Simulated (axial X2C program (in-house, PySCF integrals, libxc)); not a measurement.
The numbers below are computed, except where a source is named.
# IrN: input and output

Program: an axial X2C code built on PySCF integrals.

Input file and command:
```json
{"zs": [77, 7], "q": 0, "bas": ["dyall-cv3z", "dyall-av3z"], "levels": ["PBE0", "HF", "PBEsol", "PW91", "TPSSh"], "cc": true, "r0": 1.75, "thr": -2.0, "nmax": 140}
```
```bash
python so2c.py task.json out
```

Keys: zs atomic numbers; q charge; bas basis sets; levels methods; cc coupled cluster on or off; r0 starting distance in Å; thr threshold in hartree for freezing inner shells (an s shell follows its p shell); nmax most natural virtual spinors. HF also brings MP2.

Output of the HF step, scalar-relativistic, at R = 1.586 Å for the state M_S = 0, Λ = 0. It starts from PBE0 orbitals of this distance.

```
spin-free X2C-1e  HF
basis functions 235  fitting functions 1171  grid points 5071
iter        total energy     max residual
   1     -17878.522220190     9.68e-01
   2     -17878.564868028     1.43e-02
   3     -17878.565863334     1.12e-02
   4     -17878.566749180     4.82e-03
   5     -17878.566945424     2.35e-03
   6     -17878.567106478     4.32e-04
   7     -17878.567123369     2.26e-04
   8     -17878.567127684     1.27e-04
   9     -17878.567130640     5.70e-05
  10     -17878.567131058     1.97e-05
  11     -17878.567131080     4.56e-06
  12     -17878.567131082     2.85e-06
  13     -17878.567131083     1.40e-06
converged
one-electron -24879.57509576  Coulomb 7175.15850757  exact exchange -353.99071734  xc functional 0.00000000  nuclear repulsion 179.84017446
correlated 14  virtual 290  natural virtual 140  E(MP2) -0.643768972  MP2 remainder -0.012846442
iter   CCSD correlation   residual
   1     -0.484835544   4.46e-01
   2     -0.541653202   2.75e-01
   3     -0.546136410   4.77e-02
   4     -0.547809938   2.42e-02
   5     -0.548234188   7.61e-03
   6     -0.548366195   3.01e-03
   7     -0.548269493   1.28e-03
   8     -0.548253705   5.64e-04
   9     -0.548278542   2.48e-04
  10     -0.548264137   9.30e-05
  11     -0.548266846   2.97e-05
  12     -0.548266514   9.66e-06
  13     -0.548266144   3.96e-06
  14     -0.548266096   2.07e-06
  15     -0.548266024   8.00e-07
  16     -0.548266037   3.09e-07
(T) -0.040924851  T1 0.0417  D1 0.0793  max T2 0.069
```
Energies are in hartree; totals compare only within one Hamiltonian and basis. T1 is large, a sign of multireference character or of a spin-contaminated reference. T1 in the output is the amplitude norm over the root of the electron number; divide by √2 for the Lee–Taylor value.
